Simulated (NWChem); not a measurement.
# AlN2H5; SMILES [NH2][AlH][NH2]

```xyz
8

Al     0.0000     0.0000    -0.4903
H      0.0000     0.0000    -2.0747
N     -1.5438    -0.0001     0.3866
H     -2.4480     0.0029    -0.0712
H     -1.6712    -0.0036     1.3918
N      1.5438     0.0001     0.3866
H      1.6712     0.0036     1.3918
H      2.4480    -0.0029    -0.0712
```
Atoms are numbered in this order, from 1.

Level: PBE0/def2-SVP (NWChem), optimised geometry, unscaled harmonic frequencies. 

Task: List the harmonic frequencies with IR intensities, and the thermochemistry.

Result: 
```csv
frequency (cm⁻¹),IR intensity (km/mol)
203,1.4
256,0.0
347,29.8
371,0.0
400,415.7
504,9.6
532,50.4
675,43.0
720,90.8
777,112.0
894,203.4
1525,81.6
1534,14.9
1956,168.0
3623,43.9
3624,7.2
3714,38.5
3714,15.2
```

The zero-point energy is 36.2 kcal/mol and the thermal correction to the enthalpy at 298.15 K (with zero-point energy) is 40.4 kcal/mol. The heat capacity Cv is 19.6 cal/(mol K) and the entropy at 298.15 K and 1 atm (symmetry number 2) is 69.6 cal/(mol K). The dipole moment comes out as 1.42 D.

Rigid rotor and harmonic oscillator.
